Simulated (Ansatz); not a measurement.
One change: `[OH][Al]([SH])[Cl]` becomes `[OH][Ga]([SH])[Cl]`.

Ansatz, PBE0-D4/def2-TZVP geometries, multiplicity 1. Each molecule was computed in one conformer, which needn't be the lowest.

Scalar relativity is left out up to krypton.

```
                               property  `[OH][Al]([SH])[Cl]`
   HOMO–LUMO gap (PBE0/def2-TZVPP) / eV                  7.25
  LUMO energy (ωB97M-V/def2-TZVPP) / eV                  0.92
  HOMO–LUMO gap (B3LYP/def2-TZVPP) / eV                  6.69
HOMO–LUMO gap (ωB97M-V/def2-TZVPP) / eV                 11.08
      LUMO energy (PBE/def2-TZVPP) / eV                 -1.57
     HOMO energy (PBE0/def2-TZVPP) / eV                 -7.97
```

(1) What does the change do to each property? (Estimate.)

## Answers

(1) The calculation gave: 
```json
{"property": "HOMO–LUMO gap (PBE0/def2-TZVPP) / eV", "`[OH][Ga]([SH])[Cl]`": "6.94", "shift": "-0.31"}
{"property": "LUMO energy (ωB97M-V/def2-TZVPP) / eV", "`[OH][Ga]([SH])[Cl]`": "0.70", "shift": "-0.22"}
{"property": "HOMO–LUMO gap (B3LYP/def2-TZVPP) / eV", "`[OH][Ga]([SH])[Cl]`": "6.35", "shift": "-0.34"}
{"property": "HOMO–LUMO gap (ωB97M-V/def2-TZVPP) / eV", "`[OH][Ga]([SH])[Cl]`": "11.02", "shift": "-0.06"}
{"property": "LUMO energy (PBE/def2-TZVPP) / eV", "`[OH][Ga]([SH])[Cl]`": "-2.11", "shift": "-0.54"}
{"property": "HOMO energy (PBE0/def2-TZVPP) / eV", "`[OH][Ga]([SH])[Cl]`": "-8.13", "shift": "-0.16"}
```

With PBE0 the HOMO falls by 0.16 eV and the LUMO falls by 0.45 eV, so the gap narrows by about 0.29 eV. PBE moves the HOMO by -0.12 eV and ωB97M-V by -0.16 eV.

B3LYP here is the variant with VWN-RPA as its local correlation; programs differ in this.
